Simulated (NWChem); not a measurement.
System: C₃HClF₂; SMILES FC=C=C(F)Cl

NWChem input:

```
start job
memory heap 200 mb stack 900 mb global 1100 mb
geometry units angstroms noautoz
  F      0.309011    -2.880339    -0.443226
  C      0.075610    -1.951520     0.499879
  C     -0.168922    -0.684480     0.233850
  C     -0.394667     0.596104     0.033324
  F     -1.609326     1.125447    -0.136898
  Cl     0.849815     1.804099    -0.044218
  H      0.111921    -2.379451     1.518971
end
basis spherical
  * library def2-svp
end
dft
  xc mn15
  grid xfine
  iterations 150
  mulliken
end
task dft gradient
```

Excerpt of the output:

```
             Northwest Computational Chemistry Package (NWChem) 7.3.0
             --------------------------------------------------------

 C1  symmetry detected

                             Geometry "geometry" -> ""
                             -------------------------

 Output coordinates in angstroms (scale by  1.889725989 to convert to a.u.)

  No.       Tag          Charge          X              Y              Z
 ---- ---------------- ---------- -------------- -------------- --------------
    1 F                    9.0000     0.29666313    -2.88833519    -0.43415584
    2 C                    6.0000     0.07066909    -1.95433348     0.50562887
    3 C                    6.0000    -0.16958696    -0.68748781     0.23482121
    4 C                    6.0000    -0.39075412     0.59311660     0.02938439
    5 F                    9.0000    -1.60383100     1.12676012    -0.13867842
    6 Cl                  17.0000     0.85844227     1.79554389    -0.05823472
    7 H                    1.0000     0.10902428    -2.37784234     1.52649177

 Effective nuclear repulsion energy (a.u.)     253.3900552077

                                 NWChem DFT Module
                                 -----------------

 Summary of "ao basis" -> "ao basis" (spherical)
 ------------------------------------------------------------------------------
       Tag                 Description            Shells   Functions and Types
 ---------------- ------------------------------  ------  ---------------------
 F                          def2-svp                 6       14   3s2p1d
 C                          def2-svp                 6       14   3s2p1d
 Cl                         def2-svp                 8       18   4s3p1d
 H                          def2-svp                 3        5   2s1p

            General Information
            -------------------
          SCF calculation type: DFT
          Wavefunction type:  closed shell.
          No. of atoms     :     7
          No. of electrons :    54
           Alpha electrons :    27
            Beta electrons :    27
          Charge           :     0
          Spin multiplicity:     1
          Use of symmetry is: off; symmetry adaption is: off
          Maximum number of iterations: 150
          AO basis - number of functions:    93
                     number of shells:    41
          Convergence on energy requested:  1.00D-06
          Convergence on density requested:  1.00D-05
          Convergence on gradient requested:  5.00D-04

              XC Information
              --------------
                         MN15 Method XC Functional
                     Hartree-Fock (Exact) Exchange  0.440
                          MN15 Exchange Functional  1.000
                        MN15 Correlation Potential  1.000

             Grid Information
             ----------------
          Grid used for XC integration:  xfine
          Radial quadrature: Mura-Knowles
          Angular quadrature: Lebedev.
          Tag              B.-S. Rad. Rad. Pts. Rad. Cut. Ang. Pts.
          ---              ---------- --------- --------- ---------
          F                   0.50      100          12.0      1454
          C                   0.70      100          10.0      1454
          Cl                  1.00      125          12.0      1454
          H                   0.35      100          11.0      1202
          Grid pruning is: on
          Number of quadrature shells:   725
          Spatial weights used:  Erf1

      Superposition of Atomic Density Guess
      -------------------------------------

 Sum of atomic energies:        -771.28225253

      Non-variational initial energy
      ------------------------------

 Total energy =    -773.475854
 1-e energy   =   -1569.312455
 2-e energy   =     542.446546
 HOMO         =      -0.271688
 LUMO         =       0.015117

     ---------------------------------------------
      Total Density - Mulliken Population Analysis
     ---------------------------------------------

    Atom       Charge   Shell Charges
 -----------   ------   -------------------------------------------------------
    1 F    9     9.38   1.99  1.14  0.77  3.43  2.04  0.01
    2 C    6     5.56   1.99  0.91  0.33  1.60  0.66  0.07
    3 C    6     6.37   1.99  0.99  0.30  2.14  0.93  0.02
    4 C    6     5.21   1.99  0.86  0.25  1.42  0.60  0.09
    5 F    9     9.36   1.99  1.14  0.77  3.42  2.04  0.00
    6 Cl  17    17.20   2.00  1.99  1.22  0.72  5.94  2.11  3.20  0.02
    7 H    1     0.92   0.67  0.22  0.02

   convergence    iter        energy       DeltaE   RMS-Dens  Diis-err
 ---------------- ----- ----------------- --------- --------- ---------
 d= 0,ls=0.0,diis     1   -773.7146078017 -1.03D+03  2.13D-02  1.77D+00
 d= 0,ls=0.0,diis     2   -773.6961153548  1.85D-02  1.18D-02  1.78D+00
 d= 0,ls=0.0,diis     3   -773.8694868818 -1.73D-01  2.81D-03  1.02D-01
 d= 0,ls=0.0,diis     4   -773.8791736189 -9.69D-03  9.84D-04  1.39D-02
 d= 0,ls=0.0,diis     5   -773.8808431764 -1.67D-03  2.60D-04  1.23D-03
  Resetting Diis
 d= 0,ls=0.0,diis     6   -773.8809850231 -1.42D-04  9.13D-05  3.47D-05
 d= 0,ls=0.0,diis     7   -773.8809899729 -4.95D-06  5.71D-05  7.64D-06
 d= 0,ls=0.0,diis     8   -773.8809899481  2.48D-08  2.80D-05  8.06D-06
 d= 0,ls=0.0,diis     9   -773.8809909988 -1.05D-06  3.31D-06  2.00D-07
 d= 0,ls=0.0,diis    10   -773.8809910214 -2.26D-08  1.94D-06  1.16D-08

         Total DFT energy =     -773.880991021406
      One electron energy =    -1571.074028130702
           Coulomb energy =      609.060850240047
    Exchange-Corr. energy =      -65.257868338458
 Nuclear repulsion energy =      253.390055207707

 Numeric. integr. density =       54.000000131934

                       DFT Final Molecular Orbital Analysis
                       ------------------------------------

 Vector   25  Occ=2.000000D+00  E=-3.902964D-01
              MO Center=  6.5D-01,  1.5D+00, -3.8D-02, r^2= 2.1D+00
   Bfn.  Coefficient  Atom+Function         Bfn.  Coefficient  Atom+Function
  ----- ------------  ---------------      ----- ------------  ---------------
    81      0.441437  6 Cl px                78      0.370036  6 Cl px
    82     -0.357967  6 Cl py                79     -0.289120  6 Cl py
    75      0.208295  6 Cl px                76     -0.163678  6 Cl py
    60     -0.162692  5 F  px                32      0.124748  3 C  px
    63      0.113570  5 F  px                35      0.098358  3 C  px

 Vector   26  Occ=2.000000D+00  E=-3.296796D-01
              MO Center=  5.0D-02, -1.0D+00,  2.0D-01, r^2= 2.9D+00
   Bfn.  Coefficient  Atom+Function         Bfn.  Coefficient  Atom+Function
  ----- ------------  ---------------      ----- ------------  ---------------
    32      0.400002  3 C  px                18      0.359426  2 C  px
     4      0.272324  1 F  px                35      0.269551  3 C  px
    82      0.216220  6 Cl py                 7     -0.206496  1 F  px
    79      0.180273  6 Cl py                21      0.177472  2 C  px
    76      0.099981  6 Cl py                61      0.099186  5 F  py

 Vector   27  Occ=2.000000D+00  E=-3.157749D-01
              MO Center= -2.1D-02,  2.3D-01,  1.1D-01, r^2= 2.9D+00
   Bfn.  Coefficient  Atom+Function         Bfn.  Coefficient  Atom+Function
  ----- ------------  ---------------      ----- ------------  ---------------
    34      0.400782  3 C  pz                83     -0.355327  6 Cl pz
    48      0.327762  4 C  pz                37      0.281986  3 C  pz
    80     -0.266984  6 Cl pz                62      0.195753  5 F  pz
    65     -0.149860  5 F  pz                77     -0.149894  6 Cl pz
    51      0.141817  4 C  pz                89     -0.104425  7 H  s

 Vector   28  Occ=0.000000D+00  E=-1.079635D-02
              MO Center= -2.4D-02, -8.5D-01,  2.8D-01, r^2= 3.2D+00
   Bfn.  Coefficient  Atom+Function         Bfn.  Coefficient  Atom+Function
  ----- ------------  ---------------      ----- ------------  ---------------
    21      0.484753  2 C  px                18      0.461931  2 C  px
    35     -0.350877  3 C  px                32     -0.344715  3 C  px
    82     -0.315657  6 Cl py                49     -0.310420  4 C  px
    46     -0.245130  4 C  px                45     -0.211984  4 C  s
    31      0.202932  3 C  s                 74      0.197913  6 Cl s

 Vector   29  Occ=0.000000D+00  E=-1.425428D-03
              MO Center= -1.8D-01, -3.0D-01,  1.6D-01, r^2= 3.0D+00
   Bfn.  Coefficient  Atom+Function         Bfn.  Coefficient  Atom+Function
  ----- ------------  ---------------      ----- ------------  ---------------
    48      0.501561  4 C  pz                51      0.503721  4 C  pz
    37     -0.397137  3 C  pz                34     -0.365635  3 C  pz
    90      0.286209  7 H  s                  3     -0.223800  1 F  s
    83     -0.209479  6 Cl pz                23     -0.202493  2 C  pz
    22     -0.196308  2 C  py                62      0.177608  5 F  pz

[...]

                         DFT ENERGY GRADIENTS

    atom               coordinates                        gradient
                 x          y          z           x          y          z
   1 F       0.560612  -5.458162  -0.820436    0.002807  -0.011823  -0.010768
   2 C       0.133545  -3.693155   0.955500   -0.001106   0.004603   0.006244
   3 C      -0.320473  -1.299164   0.443748   -0.000188  -0.000820  -0.000347
   4 C      -0.738418   1.120828   0.055528    0.004514  -0.002827   0.000907
   5 F      -3.030801   2.129268  -0.262064   -0.014815   0.006270  -0.002024
   6 Cl      1.622221   3.393086  -0.110048    0.008422   0.007890  -0.000557
   7 H       0.206026  -4.493470   2.884651    0.000366  -0.003292   0.006545
```

Level: MN15/def2-SVP. The geometry was optimised at PBE-D3(BJ)/def2-SVP.
